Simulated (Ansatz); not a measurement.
Geometry optimisation, RHF/6-31G* (Ansatz).

The input (input.yaml):

```yaml
crystal:
  periodic: [false, false, false]
  atoms:
    - { symbol: B, position_ang: [-0.041456, -0.701313, -0.356034] }
    - { symbol: C, position_ang: [-0.09871, 0.021872, 2.376987] }
    - { symbol: H, position_ang: [-0.682565, 0.149273, 3.284314] }
    - { symbol: H, position_ang: [0.951989, 0.022279, 2.642401] }
    - { symbol: H, position_ang: [-0.298588, 0.846002, 1.711589] }
    - { symbol: O, position_ang: [1.181962, -0.114858, -0.421131] }
    - { symbol: H, position_ang: [1.902422, -0.684015, -0.20414] }
    - { symbol: O, position_ang: [-1.114947, 0.072291, -0.671083] }
    - { symbol: H, position_ang: [-1.949069, -0.348623, -0.537655] }
    - { symbol: "N", position_ang: [-0.202572, -2.136748, -0.008958] }
    - { symbol: H, position_ang: [-1.069824, -2.61818, -0.074939] }
    - { symbol: H, position_ang: [0.562875, -2.737954, 0.192193] }
    - { symbol: H, position_ang: [-0.354616, -0.934026, 1.912256] }
basis:
  gaussian: { orbitals: "6-31G*" }
hamiltonian:
  xc: hf
relax:
  f_tol: 0.03
  max_steps: 50
```

Launched with:

```bash
$ ansatz run input.yaml --threads 1 --pin off --max-ram 2048MiB --backend cpu --events-out ev --progress --plain --runs-dir out
```

Problem. Where does it end, and by what steps?

Solution. The forces met the threshold. The force dipped under the threshold on the way, but the program's further checks kept it going. After 33 steps the energy has fallen by 0.401 eV; H7 moved furthest, 1.56 Å.

```tsv
step	energy less start (eV)	largest force component (eV/Å)	accepted
0	0.0000	1.997	yes
2	-0.3466	0.465	yes
4	-0.3758	0.486	yes
6	-0.3890	0.058	yes
8	-0.3906	0.048	yes
10	-0.3912	0.060	yes
12	-0.3917	0.077	yes
14	-0.3922	0.098	yes
16	-0.3936	0.053	yes
18	-0.3943	0.047	yes
20	-0.3955	0.085	yes
22	-0.3967	0.112	yes
24	-0.3983	0.045	yes
26	-0.3991	0.064	yes
28	-0.3998	0.063	yes
30	-0.4002	0.016	yes
32	-0.3990	0.154	no
33	-0.4005	0.023	yes
```

```xyz
13
Properties=species:S:1:pos:R:3
B 0.127 -0.900 -0.880
C -0.331 0.256 3.141
H -1.314 0.384 3.581
H 0.400 0.790 3.738
H -0.327 0.648 2.131
O 1.267 -0.557 -1.545
H 1.888 -1.261 -1.652
O -0.778 0.106 -0.700
H -1.569 -0.152 -0.252
N -0.107 -2.221 -0.404
H -0.926 -2.490 0.093
H 0.535 -2.971 -0.525
H -0.077 -0.798 3.121
```

Run time: 60 s on 1 thread of Arm Neoverse V2 (shared host), peak memory 0.17 GiB.
